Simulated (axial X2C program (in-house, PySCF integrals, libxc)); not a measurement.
## ZrPb⁺ with a deliberately poor setting

Computed with an in-house all-electron X2C program for linear molecules (integrals from PySCF).

Input:
```json
{"zs": [82, 40], "q": 1, "bas": ["dyall-v2z", "dyall-v2z"], "levels": ["PBE0", "HF", "PBE50", "BHandHLYP"], "cc": false, "r0": 2.98, "npts": 10, "nst": 2, "ntry": 6, "opt": {"ecut": 1.0}}
```
```bash
python so2c.py task.json out
```

Keys: zs atomic numbers; q charge; bas basis sets; levels methods; cc coupled cluster on or off; r0 starting distance in Å; npts points on the curve; nst determinants followed; ntry starts of the search; ecut virtual cutoff in hartree. HF also brings MP2.

Task: One numerical setting was spoiled on purpose. Which, and what came out?

Result: Virtual space cut too low. States: spin-free M_S = 3/2, Λ = 2; 2c Ω = 1/2. The apparent results, which are not to be taken for properties of ZrPb⁺:

```json
{"Hamiltonian": "spin-free", "level": "PBE0", "points converged": "5 of 5", "Re (Å)": "2.905", "ωe (cm⁻¹)": "172", "De (eV)": "2.40", "curve-fit residual (μEh)": "0.68"}
{"Hamiltonian": "spin-free", "level": "HF", "points converged": "5 of 5", "Re (Å)": "n/a", "ωe (cm⁻¹)": "n/a", "De (eV)": "n/a", "curve-fit residual (μEh)": "n/a"}
{"Hamiltonian": "spin-free", "level": "MP2", "points converged": "5 of 5", "Re (Å)": "2.882", "ωe (cm⁻¹)": "161", "De (eV)": "1.45", "curve-fit residual (μEh)": "10"}
{"Hamiltonian": "spin-free", "level": "PBE50", "points converged": "5 of 5", "Re (Å)": "2.887", "ωe (cm⁻¹)": "174", "De (eV)": "1.96", "curve-fit residual (μEh)": "0.79"}
{"Hamiltonian": "spin-free", "level": "BHandHLYP", "points converged": "5 of 5", "Re (Å)": "2.922", "ωe (cm⁻¹)": "161", "De (eV)": "1.87", "curve-fit residual (μEh)": "2.4"}
{"Hamiltonian": "2c", "level": "PBE0", "points converged": "5 of 5", "Re (Å)": "2.926", "ωe (cm⁻¹)": "149", "De (eV)": "1.62", "curve-fit residual (μEh)": "0.57"}
{"Hamiltonian": "2c", "level": "HF", "points converged": "5 of 5", "Re (Å)": "n/a", "ωe (cm⁻¹)": "n/a", "De (eV)": "n/a", "curve-fit residual (μEh)": "n/a"}
{"Hamiltonian": "2c", "level": "MP2", "points converged": "5 of 5", "Re (Å)": "2.967", "ωe (cm⁻¹)": "143", "De (eV)": "0.70", "curve-fit residual (μEh)": "0.5"}
{"Hamiltonian": "2c", "level": "PBE50", "points converged": "5 of 5", "Re (Å)": "2.941", "ωe (cm⁻¹)": "139", "De (eV)": "1.35", "curve-fit residual (μEh)": "0.52"}
{"Hamiltonian": "2c", "level": "BHandHLYP", "points converged": "5 of 5", "Re (Å)": "2.968", "ωe (cm⁻¹)": "134", "De (eV)": "1.06", "curve-fit residual (μEh)": "0.045"}
```
